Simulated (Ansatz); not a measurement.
Basis sets compared for the cluster KCl₂⁻ (the lowest singlet isomer of a short search). Total charge -1; singlet. Geometry PBE0-D4/def2-TZVPD. Ansatz on 4 threads of Arm Neoverse V1 on a shared host; times are rough, and most runs start from earlier orbitals.

```
atom   x (Å)   y (Å)   z (Å)
  K1   0.000   0.002  -0.001
 Cl2  -0.744  -1.125  -2.534
 Cl3   0.744   1.123   2.535
```

The structure comes from a short search, and lower isomers may exist.

```csv
level,functions,energy (Eh),HOMO (eV),LUMO (eV),wall time
HF/STO-3G,31,-1502.3375,-2.18,10.35,0.1 s
PBE-D4/def2-SVPD,81,-1519.5948,-1.74,2.02,0.65 s
PBE0-D4/def2-SVPD,81,-1519.7219,-3.02,2.36,0.85 s
```

**Question.** Estimate the rows for HF/def2-TZVPD, PBE-D4/def2-TZVPD, PBE0-D4/def2-TZVPD.

**Answer.** 
```csv
level,functions,energy (Eh),HOMO (eV),LUMO (eV),wall time
HF/def2-TZVPD,128,-1518.3811,-6.10,3.31,0.55 s
PBE-D4/def2-TZVPD,128,-1519.9700,-1.69,2.08,1 s
PBE0-D4/def2-TZVPD,128,-1520.0925,-2.97,2.49,1.1 s
```
